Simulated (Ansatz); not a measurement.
`[F][AlH][S][SiH3]` + H₂Se → `[F][AlH][SeH]` + `[SiH3]S` at 500 K and 1 bar (ligand exchange at the Al–S bond).

Calculated with Ansatz (gas phase, PBE0-D4/def2-TZVP geometries, no zero-point term in ΔE). CCSD(T)/CBS adds triple-zeta CCSD(T) − MP2 to the extrapolated MP2 energy (def2 sets, frozen cores). For Se outer-core shells are correlated without core-valence functions, which leaves a few kJ/mol of doubt a bond. Scalar relativity is left out up to krypton. One conformer a species, not always the lowest.

```csv
species,CCSD(T)/CBS energy (Eh),H − E (kJ/mol),S (J/(mol·K))
`[F][AlH][S][SiH3]`,-1031.20495,141.4,416.7
H₂Se,-2401.89790,53.1,237.8
`[F][AlH][SeH]`,-2743.83001,77.5,346.1
`[SiH3]S`,-689.27336,117.6,310.5
```

H − E and S are ideal-gas, rigid-rotor, harmonic terms from PBE0-D4/def2-TZVP, for one conformer and one mirror image of each species. 1 Eh = 2625.50 kJ/mol, R = 8.31446 J/(mol·K).

By hand: ΔE, ΔH, ΔS and ΔG.

ΔE = (-2743.83001) + (-689.27336) − (-1031.20495) − (-2401.89790) = -0.00052 Eh = -1.4 kJ/mol. Δ(H − E) = 77.5 + 117.6 − 141.4 − 53.1 = 0.6, so ΔH = -0.8 kJ/mol. ΔS = 346.1 + 310.5 − 416.7 − 237.8 = 2.1 J/(mol·K). ΔG = -0.8 − 500 × (2.1)/1000 = -1.9 kJ/mol.

By hand: the equilibrium constant, and the temperature at which ΔG would vanish if ΔH and ΔS stayed fixed.

log₁₀ K = −ΔG/(RT ln 10) = 0.2. ΔH and −TΔS have one sign here, so there is no such temperature.

TΔS isn't small against ΔH here. The sign of ΔG lies within the doubt. A doubt of 5 kJ/mol in ΔE shifts log₁₀ K by 0.5 here. Other conformers and mirror images would add mixing entropy, several J/(mol·K) or more a flexible species. Modes under 60 cm⁻¹, often nearly free rotors, make the harmonic entropy too high. These are equilibria of isolated gas molecules and say nothing of rates. Largest T1 diagnostic: 0.012 (customary marks: 0.02 for closed shells, 0.045 for open ones).

ΔS is within the doubt of such terms, so its sign, and with it that verdict, could turn.
